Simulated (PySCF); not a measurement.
Compounds:

A. `C#C/C(F)=C/CF`
B. `C[C@H](Cl)/C(=C\O[SiH3])C1CC1`
C. SMILES F/C=C(\F)C1=CC1
D. `CO/C(=C\[SiH2]NC)C#N`

Spectrum 1. 1H NMR (500 MHz, computed): δ 6.02 (ddt, J = 26.8, 18.8, 5.5 Hz, 1H), 5.69 (m, 2H), 2.82 (dt, J = 4.3, 1.7 Hz, 1H). 13C{1H} NMR (computed): δ 149.1 (C, dd, J = 310.4, 12.5 Hz), 128.4 (CH, dd, J = 25.5, 15.9 Hz), 90.4 (CH, d, J = 2.4 Hz), 81.8 (CH2, dd, J = 222.1, 1.8 Hz), 80.0 (C, d, J = 37.1 Hz).

Spectrum 2. 1H NMR (500 MHz, computed): δ 7.50 (ddd, J = 6.8, 1.9, 1.6 Hz, 1H), 7.16 (ddd, J = 78.3, 10.1, 1.6 Hz, 1H), 1.33 (d, J = 2.0 Hz, 2H). 13C{1H} NMR (computed): δ 155.4 (CH, dd, J = 349.8, 17.0 Hz), 152.8 (C, dd, J = 321.3, 12.7 Hz), 116.9 (CH, d, J = 2.3 Hz), 115.0 (C, dd, J = 33.6, 4.6 Hz), 9.9 (CH2, d, J = 6.9 Hz).

Spectrum 3. 1H NMR (500 MHz, computed): δ 5.97 (t, 1H), 5.12 (d, 2H), 3.98 (s, 3H), 2.82 (s, 3H), -0.43 (br s, 1H). 13C{1H} NMR (computed): δ 148.7 (C), 128.5 (CH), 118.4 (C), 58.6 (CH3), 32.6 (CH3).

Spectrum 4. 1H NMR (500 MHz, computed): δ 5.66 (s, 1H), 5.61 (q, 1H), 4.98 (s, 3H), 1.57 (d, 3H), 1.48 (m, 1H), 0.98 (m, 1H), 0.95 (m, 1H), 0.32 (m, 1H), 0.13 (m, 1H). 13C{1H} NMR (computed): δ 137.7 (C), 136.6 (CH), 58.4 (CH), 27.0 (CH3), 17.0 (CH2), 13.5 (CH2), 9.3 (CH).

[PySCF 2.14.0 with density-fitted response routines: J couplings at B3LYP/pcJ-1 (spin–dipole term left out of most H,H and C,H couplings); geometry: GFN2-xTB; GIAO PBE0/pcSseg-1 shieldings; single conformer; averaged over atoms made equivalent by symmetry, fast rotation or ring inversion; no solvent model; relativity neglected]

References, each an isolated molecule treated in the same way: 1H (σref 31.72) and 13C (σref 186.93) vs TMS. Multiplet labels drop J under 1 Hz and among equivalent protons, and merge close values. Unscaled 3J(H,H) run several per cent high. Where no couplings were computed, multiplicities follow the n + 1 count of equivalent neighbours, and m marks all less simple cases (inequivalent or close neighbours, rings, F or P nearby). Vicinal couplings that depend on rotamer populations or ring flexing (ring, CH–CH, X–H and H–F types) are those of the one conformer. One-bond C–F couplings are unscaled and too large by tens of Hz. Shifts are as computed. Against solution values, carbons near 30 ppm lie about +3 ppm off and those near 130 ppm about +5 ppm; carbons on Cl a further +6 ppm. Of 1309 compounds with measured shifts, 239 miss one by over three times the rms of a fit or turn the order of signals round; such compounds aren't used in these exercises. Carbons bonded to Cl come out too deshielded. OH and NH positions are gas-phase values without hydrogen bonding to other molecules.

**Question.** Which spectrum belongs to which compound?

**Answer.** 1–A, 2–C, 3–D, 4–B.

- Spectrum 1 (A): 5 13C signals; δC 149.1 is a fully substituted alkene carbon; δC 128.4 is an alkene CH.
- Spectrum 2 (C): 5 13C signals; δC 155.4 is an alkene CH; δC 152.8 is a fully substituted alkene carbon.
- Spectrum 3 (D): 5 13C signals; δC 148.7 is an alkene carbon bearing oxygen; δC 118.4 is a nitrile carbon.
- Spectrum 4 (B): 7 13C signals; δC 136.6 is an alkene carbon bearing oxygen; δC 58.4 is an allylic sp3 CH bonded to Cl.
